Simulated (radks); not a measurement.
Values are calculated unless marked as measured or tabulated.
Tm39+, 30 electrons, occupied as [Ar] 3d10 4s2.

Level of theory: Dirac Kohn-Sham, PBE, spin-unpolarised, spherical densities, finite nucleus; Fermi nuclear charge, rms radius 5.2256 fm (a radial shooting solver on a logarithmic mesh with Libxc functionals).

Energy parts (hartree):
| part | energy |
|---|---|
| total | -12635.5358 |
| kinetic | 14075.7893 |
| electron-nucleus | -29151.3317 |
| Hartree | 2661.4688 |
| exchange-correlation | -221.4621 |

Orbitals (lengths in bohr, moments of r in powers of bohr; r(90%) holds 90 % of the orbital's charge):
orbital  occ.  eigenvalue (hartree)  r(90%)      <r^2>
1s1/2       2             -2240.991  0.0363  0.0005485
2s1/2       2             -430.9590   0.131   0.008424
2p1/2       2             -414.1184   0.116   0.006061
2p3/2       4             -377.9440   0.125   0.007266
3s1/2       2             -143.3647   0.318    0.05375
3p1/2       2             -136.0592   0.309    0.04940
3p3/2       4             -128.1095   0.326    0.05553
3d3/2       4             -115.8850   0.297    0.04302
3d5/2       6             -114.1189   0.302    0.04469
4s1/2       2             -68.90127   0.614     0.2122

The highest occupied level is 4s1/2 at -1874.9 eV. For comparison, the ionisation energy in NIST's Atomic Spectra Database is 1889 eV (theoretical). In exact Kohn-Sham theory the highest level is minus the ionisation energy, but local and semilocal functionals leave it too shallow, through self-interaction and a potential that decays too fast; potentials with the right tail come closer.
